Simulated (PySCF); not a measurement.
**How methods differ on the excitation energy of Cl⁺**

Cl⁺ [Ne] 3s2 3p4 (3P) → Cl⁺ [Ne] 3s2 3p3 3d1 (5D), as a difference of total energies. Calculation: PySCF 2.14, in aug-cc-pVQZ-DK (7s6p4d3f2g, 84 functions); the spin-free X2C one-electron Hamiltonian (Gaussian nucleus). Correlated levels: valence: [Ne] frozen. The calculations carry no spin-orbit coupling.

```
           method  excitation energy (eV)  error (eV)
              UHF                  13.197      -0.436
    MP2 (valence)                  13.810      +0.177
SCS-MP2 (valence)                  14.039      +0.406
   CCSD (valence)                  13.910      +0.277
CCSD(T) (valence)                  13.936      +0.303
```

Reference: 13.633 eV (measured; NIST levels, between the centres of gravity of the two terms).

Errors of the correlated levels include the incompleteness of this basis and the frozen core.

The promoted electron is Rydberg-like, and one or two diffuse shells describe it only roughly, which tends to raise the upper state.
